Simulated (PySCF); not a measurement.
A run for PySCF: R-B3LYP/6-31G* on CH2O2 (SMILES O=CO) with ghost functions, monomers drawn apart or pushed together.

```python
from pyscf import gto, scf, dft, mp
from pyscf.data.elements import chemcore

mol = gto.M(
    atom='''
    O     1.20814972   -0.65972372    4.55099389
    C     0.38919193    0.06832980    5.03482159
    O    -0.53114344    0.76505351    4.35080339
    H     0.27911172    0.26560806    6.10886513
    H    -0.41288776    0.57378916    3.40421787
    ghost-C   -0.06824196    0.02252586    0.09792465
    ghost-H    0.13407611   -0.23224213   -0.94107395
    ghost-H    0.63390243   -0.50677111    0.74136427
    ghost-H    0.04871745    1.09984186    0.22239125
    ghost-H   -1.09088199   -0.27278662    0.33653979
    ''',
    basis='6-31g*',
    cart=True,
    charge=0, spin=0, verbose=3, max_memory=1800)
mf = dft.RKS(mol, xc='b3lyp')
mf.conv_tol = 1e-8
mf.max_cycle = 100
mf.kernel()
if not mf.converged:
    mf = mf.newton().run(mf.mo_coeff, mf.mo_occ)
```

Problem. Predict the final total energy.

Solution. -189.7555 hartree.
